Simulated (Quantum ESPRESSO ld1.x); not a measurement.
The numbers below are computed, except where a source is named.
All-electron atom: Ba XXXVII in [Ar] 3d2.

Code: ld1.x of Quantum ESPRESSO 7.5. Model: non-relativistic Kohn-Sham, revPBE, spin-unpolarised, spherical densities, point nucleus; relativity is left out, which matters for an element this heavy.

Energy parts (hartree):
total: -6898.507
kinetic: 6897.532
electron-nucleus: -14833.785
Hartree: 1165.663
exchange-correlation: -127.917

Orbitals (lengths in bohr, moments of r in powers of bohr; r(max) is where P^2 peaks; r(90%) holds 90 % of the orbital's charge):
orbital	occ.	eigenvalue (hartree)	<r>	r(max)	r(90%)	<r^4>
1s	2	-1375.7542	0.02713	0.018	0.0482	2.446e-06
2s	2	-267.7786	0.1154	0.099	0.177	0.0004075
2p	6	-257.0724	0.09809	0.077	0.158	0.0002621
3s	2	-98.8772	0.2837	0.267	0.411	0.01221
3p	6	-94.6809	0.2709	0.252	0.401	0.01084
3d	2	-87.7509	0.2371	0.198	0.362	0.007080

The highest occupied level is 3d at -2387.8 eV. Virial ratio -V/T = 2.00014. For comparison, the ionisation energy in NIST's Atomic Spectra Database is 2452 eV (theoretical). In exact Kohn-Sham theory the highest level is minus the ionisation energy, but local and semilocal functionals leave it too shallow, through self-interaction and a potential that decays too fast; potentials with the right tail come closer. Summed over all electrons, <r^2> = 0.9232 bohr^2, which gives a Langevin (diamagnetic) susceptibility term of -0.731 x 10^-6 cm^3/mol.

Beside tabulated values, note that spin-unpolarised runs miss the spin-polarisation part of the exchange energy of open shells.
